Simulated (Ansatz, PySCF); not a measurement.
Gas-phase reaction (SMILES): FB(Cl)Cl [dichloro(fluoro)borane] + N (NH3) → NB(Cl)Cl + F (HF); ammonia cleaves one B-F bond, a model of a ligand-exchange step.

Each molecule is optimised on its own at B3LYP-D3(BJ)/def2-TZVP (Ansatz, a program for electronic structure), one conformer each, not searched for the lowest. Cores are frozen in the correlated levels unless marked. No spin-orbit coupling. No relativistic terms. Basis-set limits of correlation are two-point, X^-3; Hartree-Fock from the larger set. Thermal terms are rigid-rotor harmonic-oscillator values from B3LYP-D3(BJ) frequencies (Ansatz or PySCF) at 298.15 K and 1 atm. 1 Eh = 627.5095 kcal/mol.

| species | E, CCSD(T)/CBS(cc-pV(T+d)Z,cc-pV(Q+d)Z) (Ansatz) (Eh) | E, PBE/def2-TZVPD (Ansatz) (Eh) | H - E (Eh) | G - E (Eh) |
|---|---|---|---|---|
| FB(Cl)Cl | -1044.27408 | -1044.81043 | 0.01416 | -0.01849 |
| N (NH3) | -56.50369 | -56.51037 | 0.03799 | 0.01614 |
| NB(Cl)Cl | -1000.38439 | -1000.92222 | 0.03939 | 0.00600 |
| F (HF) | -100.39146 | -100.39521 | 0.01259 | -0.00713 |

**Question.** Work out ΔE and ΔH, ΔG, ΔS and the equilibrium constant at 298.15 K at the first level, then ΔH at the second.

**Answer.** 
1. ΔE = [(-1000.38439) + (-100.39146)] - [(-1044.27408) + (-56.50369)] = 0.00192 Eh = 1.2 kcal/mol at CCSD(T)/CBS(cc-pV(T+d)Z,cc-pV(Q+d)Z).
2. The terms H - E add up to -0.00017 Eh, so ΔH = (0.00192 + (-0.00017))×627.5095 = 1.1 kcal/mol.
3. The terms G - E add up to 0.00122 Eh, so ΔG = 2.0 kcal/mol, and ΔS = (-0.00017 - (0.00122))×627509.5/298.15 = -2.9 cal/(mol K).
4. log10 K = -ΔG/(RT ln 10) = -1.5, with RT ln 10 = 1.3642 kcal/mol.
5. At PBE/def2-TZVPD the same steps give ΔE = 2.1 and ΔH = 2.0 kcal/mol, a shift of +0.9 from the first level.
6. These values are not checked against measurement here, since the tables used lack a sound gas-phase enthalpy of formation for at least one species.
